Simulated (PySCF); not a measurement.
**Simulated absorption spectrum**

Compound: Ge2H10OSi2.
SMILES: `[SiH3][O][GeH2][GeH2][SiH3]`

Computed, not measured: TDDFT wB97X-D/def2-SVPD, vertical, gas phase, core orbitals frozen in the response (PySCF). One conformer (not necessarily the lowest) at the PBE0-D3(BJ)/def2-SVP geometry, without solvent, vibrations or thermal averaging. Relativistic effects, spin–orbit coupling among them, are left out although an element past zinc is present. Torsions of this conformer, `[SiH3:1][O:2][GeH2:3][GeH2:4][SiH3:5]`: Si1–O2–Ge3–Ge4 -59°, O2–Ge3–Ge4–Si5 -37°.

Computed states:

```json
{"state": "S1", "E (eV)": "6.13", "f": "0.029"}
{"state": "S2", "E (eV)": "6.88", "f": "0.063"}
{"state": "S3", "E (eV)": "6.98", "f": "0.011"}
{"state": "S4", "E (eV)": "7.02", "f": "0.388"}
{"state": "S5", "E (eV)": "7.07", "f": "0.040"}
{"state": "S6", "E (eV)": "7.19", "f": "0.029"}
{"state": "S7", "E (eV)": "7.54", "f": "0.046"}
{"state": "S8", "E (eV)": "7.54", "f": "0.0072"}
{"state": "S9", "E (eV)": "7.63", "f": "0.138"}
{"state": "S10", "E (eV)": "7.75", "f": "0.052"}
```

Broadening: Gaussians 0.5 eV wide at half height, area fixed by f = 4.319×10⁻⁹ ∫ε dν̃. The cross-section is σ = 3.8235×10⁻²¹ ε cm², given in Mb (10⁻¹⁸ cm²). The width is an assumption, not a result. The curve ends short of the highest state used, and states not computed would add to its high-energy end.

Task: Give the broadened spectrum and its maxima.

Result: 
E (eV), σ (Mb) and a bar:
```
     5.38       0.01 
     5.44       0.03 
     5.50       0.08 
     5.56       0.17 
     5.62       0.35 
     5.68       0.66 
     5.74       1.15 
     5.80       1.85 #
     5.87       2.92 #
     5.93       3.95 #
     5.99       4.93 #
     6.05       5.69 ##
     6.11       6.07 ##
     6.17       6.02 ##
     6.23       5.60 ##
     6.29       5.02 #
     6.35       4.66 #
     6.41       5.00 #
     6.48       7.13 ##
     6.54      11.26 ###
     6.60      18.30 #####
     6.66      28.76 ########
     6.72      42.61 ############
     6.78      59.00 #################
     6.84      76.09 ######################
     6.90      91.31 ##########################
     6.96     101.98 #############################
     7.03     106.09 ##############################
     7.09     102.02 #############################
     7.15      92.37 ##########################
```

Maxima: 202 nm (6.13 eV), ε about 1600, made up of S1 (99%); 176 nm (7.02 eV), ε about 28000, made up of S4 (75%) (ε in L mol⁻¹ cm⁻¹; maxima over ε = 5, shares over 10%).

Task: On this curve, what absorbance would a 10⁻⁴ mol/L sample give at 222 nm over a 1 cm path?

Result: 222 nm is 5.585 eV, where ε is about 61 L mol⁻¹ cm⁻¹, so A = ε c l ≈ 0.0061 (Beer–Lambert, with the gas-phase spectrum and the assumed width).

Task: What would ε be at 7.02 eV, the highest of these maxima, with half the width (0.25 eV)?

Result: About 50500 L mol⁻¹ cm⁻¹ against 27800, a factor of about 1.8; a lone state at its own centre would give exactly 2.

Task: Coming from long wavelengths, where does ε first pass 100 L mol⁻¹ cm⁻¹?

Result: At about 220 nm (5.63 eV), 0.50 eV below S1.

The vertical ionisation energy (ΔSCF) is 9.51 eV, 1.76 eV above S10.
